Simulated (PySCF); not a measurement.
A structure optimised at B3LYP-D3(BJ)/def2-SVP, used in a PySCF frequency run:

```
C
H 1 1.1025
H 1 1.1096 2 106.12
O 1 1.4225 2 107.27 3 -120.92
H 4 0.9663 1 108.55 2 170.00
Si 1 1.8834 2 109.19 3 119.26
F 6 1.6255 1 109.41 2 -70.74
H 6 1.4830 7 108.27 1 121.87
Cl 6 2.0614 8 108.68 7 -117.33
```

Write its SMILES and formula.

OC[Si@@H](F)Cl, CH4ClFOSi

What are its rotational constants (standard atomic weights)?

3.5554, 2.3200, 1.5265 GHz
